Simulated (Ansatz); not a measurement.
Gas-phase reaction R1 + R2 → P1 + P2, each structure at its B3LYP-D3(BJ)/def2-TZVP stationary point, reached from a drawn start (curvature not checked).
R1, H2O (SMILES O) (charge 0, multiplicity 1, Z-matrix in Å and degrees):
```
O
H 1 0.9627
H 1 0.9627 2 105.24
```
R2: H5NSi (SMILES N[SiH3]), charge 0, multiplicity 1.
P1: H4OSi (SMILES O[SiH3]), charge 0, multiplicity 1.
P2, NH3 (SMILES N) (charge 0, multiplicity 1):
```xyz
4

N      0.0000     0.0000     0.2791
H      0.0000     0.9428    -0.0931
H      0.8165    -0.4714    -0.0931
H     -0.8165    -0.4714    -0.0931
```

P less R. No zero-point or thermal terms.

Correlated levels freeze the cores.

Run with Ansatz (a first-principles code). All values are computed, each at the level named.

Total energies in hartree:

```tsv
structure	PBE/def2-TZVPP	PBE0/def2-TZVPP	CCSD(T)/cc-pV(Q+d)Z
R1	-76.380147	-76.380766	-76.359711
R2	-347.071173	-347.108996	-346.779614
P1	-366.956169	-366.989388	-366.662818
P2	-56.510610	-56.515727	-56.492970
```

### Question
Work out the reaction energy at each level in meV (1 hartree = 27211.38625 meV), and say how far PBE/def2-TZVPP lies from CCSD(T)/cc-pV(Q+d)Z.

### Answer
- PBE/def2-TZVPP: (-366.956169) + (-56.510610) − (-76.380147) − (-347.071173) = -0.015459 hartree = -420.7 meV
- PBE0/def2-TZVPP: (-366.989388) + (-56.515727) − (-76.380766) − (-347.108996) = -0.015353 hartree = -417.8 meV
- CCSD(T)/cc-pV(Q+d)Z: (-366.662818) + (-56.492970) − (-76.359711) − (-346.779614) = -0.016463 hartree = -448.0 meV
PBE/def2-TZVPP less CCSD(T)/cc-pV(Q+d)Z: 27.3 meV. CCSD(T)/cc-pV(Q+d)Z is the level counted from, the highest shown, and no exact or measured value.
